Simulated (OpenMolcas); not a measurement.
Mn3+ among 3 point charges of -2 e arranged as a planar triangle (D3h).

```
Program             : OpenMolcas
Method              : CASSCF
Basis               : ANO-RCC-VDZP [5s4p2d1f]
Scalar Hamiltonian  : DKH2, point nucleus
Active space        : 4 electrons in 5 orbitals (3d)
State averaging     : 2S+1 = 5 even, 5 roots; 2S+1 = 3 even, 45 roots; 2S+1 = 1 even, 50 roots
Spin-orbit coupling : RASSI with atomic mean-field integrals over the reference wave functions
```

All point charges move together. At R = 1.71 Å the first state of the same spin is 11280 cm-1, and at R = 1.85 Å it is 8900 cm-1.

Q: A third run gives 13751 cm-1. What distance was it run at?

A: With a power law R^-n the two known points give n = -ln(8900 / 11280) / ln(1.85 / 1.71) = 3.01. Then R = 1.71 × (11280 / 13751)^(1/3.01) = 1.601 Å. The run was at 1.6 Å, so the estimate is off by +0.001 Å.

An orbital doublet at a regular site is open to a Jahn-Teller distortion, which this geometry leaves out. Without dynamic correlation the repulsion within the d shell is too large (B by tens of per cent), so at a given field states of lower spin stand too high. This is an electrostatic model: the charges have no orbitals. No measured value stands beside these numbers.
